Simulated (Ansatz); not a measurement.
Input for Ansatz (a quantum-chemistry and plane-wave program): R-r2SCAN/def2-TZVPPD on HI (SMILES I) with ghost functions. Elements past Kr take the def2 small-core potentials; no spin–orbit coupling. Files ending in .json are basis or fitting sets from the Basis Set Exchange.

Ansatz 0.2 input:
```yaml
crystal:
  periodic: [false, false, false]
  atoms:
    - {symbol: I, position_ang: [0.00233318, 0.55795963, 3.58944572]}
    - {symbol: H, position_ang: [0.95123471, -0.74929207, 3.60941236]}
basis:
  gaussian:
    orbitals: def2-TZVPPD.json
    ghost_atoms:
      - {symbol: O, position_ang: [0.84135829, -1.00494699, 0.23470781]}
      - {symbol: C, position_ang: [0.16523511, -0.10610626, -0.04979978]}
      - {symbol: O, position_ang: [-0.50926708, 0.78928589, -0.34431407]}
hamiltonian:
  xc: {name: r2SCAN}
scf: {lower_state_search: off}
```

Program output:

```
WARN ansatz: RAYON_NUM_THREADS=1 ignored (pool sized by the plan → 1); use --threads N
Functional definition: r2SCAN
these checks for a lower state are left out or cut short: stability, starts, cluster_reference, orbital_swaps, neighbouring_geometries, increment
integrals: 0.10 GiB planned
993 factors; their error is unknown
mean field: 0.70 GiB planned
mean field evaluation 1: about -8120.3536 eV, gradient 6.3e0 eV
mean field evaluation 2: about -8120.3475 eV, gradient 8.4e0 eV
mean field evaluation 4: about -8120.4633 eV, gradient 5.7e-1 eV
mean field evaluation 8: about -8120.4519 eV, gradient 9.0e-3 eV
mean field evaluation 16: about -8120.4519 eV, gradient 1.3e-6 eV
mean field -8120.45192617 eV, -298.4211040468 hartree, gradient 1.3e-6 eV, S^2 0.000000; 0 other end points of the search recorded, 0 dependent functions left out
reference -8120.45193824 eV, -298.4211044904 hartree; 13, 13 occupied and 180, 180 virtual orbitals, 993 factors
Total energy: -8120.45193824 eV, -298.4211044904 hartree
Checks for a lower state left out: stability, starts, cluster_reference, orbital_swaps, neighbouring_geometries, increment
```

The calculation finished and met its thresholds.

Cost: around 1.5 core-seconds (rough).
